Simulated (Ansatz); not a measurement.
Compare A (`C1C[SiH2]N1`) with its isomer B (`CN1C[SiH2]1`).

Program: Ansatz. Geometries: PBE0-D4/def2-TZVP. ΔE: electronic, gas phase. CBS: MP2 limit from def2 TZ/QZ plus the TZ coupled-cluster correction, frozen cores. Functionals use def2-TZVPP. B3LYP here is the variant with VWN-RPA as its local correlation; programs differ in this.

**Question.** Which is lower in electronic energy at CCSD(T)/CBS, and by how much? (An estimate is asked.)

**Answer.** Ansatz gave: A, by 116.4 kJ/mol.

**Question.** Give E(B) − E(A) in kJ/mol with r2SCAN-D4, PBE-D4, BLYP-D4, LDA (SPW92), B3LYP, HF/def2-TZVPP, PBE0-D4. (Best estimate.)

**Answer.** Ansatz gave: r2SCAN-D4 107.5, PBE-D4 102.9, BLYP-D4 98.8, LDA (SPW92) 108.1, B3LYP 106.6, HF/def2-TZVPP 125.4, PBE0-D4 113.6. None reverses the order clearly.

**Question.** Does the order hold for the free energy at 298.15 K (harmonic terms from PBE0-D4)? (Best estimate.)

**Answer.** Computed: Yes: G(B) − G(A) = +112.2 kJ/mol.

Largest T1 diagnostic: 0.012.

In def2-TZVPP, CCSD(T) changes the Hartree–Fock value by −10.3 kJ/mol (the triples alone add −3.1 kJ/mol) and MP2 by −9.0 kJ/mol. At CCSD(T), def2-SVP lies −9.0 kJ/mol from the extrapolated value and def2-TZVPP −1.4 kJ/mol.
